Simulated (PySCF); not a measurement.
C5H5ClF (doublet state).
Structure used (GFN2-xTB), in Å, numbered top down from 1:
```
atom  x, y, z in Å
C1     1.0623   -1.5878   -0.3386
C2     0.7546   -0.6897    0.5888
F3     1.3368   -0.7998    1.8059
C4    -0.1637    0.4398    0.4742
C5    -0.7992    0.6763   -0.8822
C6    -0.4013    1.1922    1.5271
Cl7   -1.3210    2.5101    1.8768
H8     1.7581   -2.3773   -0.1200
H9     0.6316   -1.5607   -1.3195
H10   -1.4237    1.5643   -0.8525
H11   -1.4123   -0.1798   -1.1559
H12   -0.0210    0.8116   -1.6301
```

The hyperfine couplings belong to this conformer and change with its torsions.

As a line formula: `[C](/Cl)=C(/C)C(F)=C` [radical].

Level of theory: PySCF, UKS B3LYP, pcH-1 on C Cl F H, non-relativistic, mean-field spin-orbit, GIAO. One conformer (not necessarily the lowest) at the GFN2-xTB geometry, without solvent, vibrations or thermal averaging. The geometry wasn't refined by DFT: couplings that depend on bond lengths, twists or pyramidal angles can differ widely from those at the functional's own minimum. Stability of the SCF solution: not tested.

Problem. Predict the first-order ENDOR lines of F3, H10/H11/H12, H8, H9 and Cl7 under fast tumbling at B = 1211.6 mT (Q band).

Solution. For S = 1/2 in fast tumbling each set of equivalent nuclei gives two lines, ν± = |νn ± a/2| to first order, with νn = g_N μN B/h and μN/h = 7.62259 MHz/T.

| nuclei | isotope | g_N | νn (MHz) | a_iso (MHz) | lower line (MHz) | upper line (MHz) |
| --- | --- | --- | --- | --- | --- | --- |
| F3 | 19F | 5.2577 | 48.56 | 24.26 | 36.43 | 60.69 |
| H10/H11/H12 | 1H | 5.5857 | 51.59 | -4.07 | 49.55 | 53.62 |
| H8 | 1H | 5.5857 | 51.59 | 3.83 | 49.67 | 53.50 |
| H9 | 1H | 5.5857 | 51.59 | 3.09 | 50.04 | 53.13 |
| Cl7 | 35Cl | 0.5479 | 5.06 | 34.92 | 12.40 | 22.52 |

Problem. Which pairs are centred on the nuclear Larmor frequency, and which on half the coupling?

Solution. Centred on νn, since |a| < 2νn: F3, H10/H11/H12, H8 and H9. Centred on |a|/2 and split by 2νn: Cl7.

Problem. At what field would the lower line of Cl7 fall to zero frequency?

Solution. Where νn = |a|/2, that is B = 17.46 MHz/(0.5479 × 7.62259 MHz/T) = 4180 mT, as far as first order holds there.

Means are taken over nuclei equivalent by connectivity, which assumes that they swap fast.

Main isotope only: 35Cl (natural samples also hold 24 % 37Cl, magnetic too, which adds its own pattern).

The largest Mulliken spin populations are on C6 (+0.93), Cl7 (+0.13), C4 (-0.12) and C5 (+0.07). C6 is the only atom above +0.15. The positive populations add up to 1.17 and the negative ones to -0.17, together 2S = 1.
